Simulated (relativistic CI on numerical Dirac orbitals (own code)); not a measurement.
# One change at a time: Re⁵⁸⁺

Base calculation: Dirac-Coulomb-Breit CI, separate exchange-only KLI orbitals for each configuration, a model potential for QED, unscaled Slater integrals.

Configurations in the expansion (outside the closed core [Ne]): 3s²3p⁵, 3s²3p⁴3d, 3s3p⁶, 3s3p⁵3d, 3s3p⁴3d², 3p⁶3d, 3s²3p³3d4p, 3s3p⁴3d4s, 3p⁶4s, 3s²3p⁴4s, 3p⁶4p, 3s²3p⁴4p, 3s²3p³3d², 3s²3p²3d³, 3s3p³3d³, 3s²3p²3d²4s, 3s²3p²3d²4p. Double excitations out of closed p, d and f shells are left out; levels of such configurations are missing from the list, as are those of other unlisted configurations, and high levels can miss mixing partners.

Variants: (1) QED terms removed; (2) configuration mixing switched off. Shifts of the energy above 3s²3p⁵ ²P°3/2, in eV, for the lowest level and the first level of each name with at least 55 % of one term (blank where a level changes its place among those of its configuration and J or its character, or is not in the variant):

```json
{"Level": "3s²3p⁵ ²P°3/2", "Base": "0.000", "Δ(1)": "0.000", "Δ(2)": "0.000"}
{"Level": "3s²3p⁴3d ²D3/2", "Base": "269.908", "Δ(1)": "+0.933", "Δ(2)": "-2.043"}
{"Level": "3s²3p⁴3d ⁴F9/2", "Base": "328.219", "Δ(1)": "+0.711", "Δ(2)": "-3.486"}
{"Level": "3s²3p⁴3d ²P1/2", "Base": "335.198", "Δ(1)": "+0.759", "Δ(2)": "+1.187"}
{"Level": "3s²3p⁵ ²P°1/2", "Base": "371.118", "Δ(1)": "-0.351", "Δ(2)": "+1.676"}
{"Level": "3s3p⁶ ²S1/2", "Base": "568.524", "Δ(1)": "+3.363", "Δ(2)": "+24.125"}
{"Level": "3s²3p⁴3d ⁴D1/2", "Base": "599.340", "Δ(1)": "+0.658", "Δ(2)": "-2.652"}
{"Level": "3s²3p⁴3d ²G7/2", "Base": "619.917", "Δ(1)": "+0.567", "Δ(2)": "-2.166"}
{"Level": "3s²3p⁴3d ²G9/2", "Base": "703.069", "Δ(1)": "+0.353", "Δ(2)": "-2.076"}
{"Level": "3s3p⁵3d ⁴P°1/2", "Base": "789.082", "Δ(1)": "+4.788", "Δ(2)": "+12.188"}
```

At this charge energies of transitions that change n are usually good to better than 1 %, and those within a shell (Δn = 0) to a few per cent.

Ionisation energy from the two ground configurations alone: base 6041.09 eV. The NIST ASD value (theoretical) is 6042 eV.

LS names give the leading component of a level, which can be under half, so a name can repeat, a term be missing and a line seem to break the LS rules.
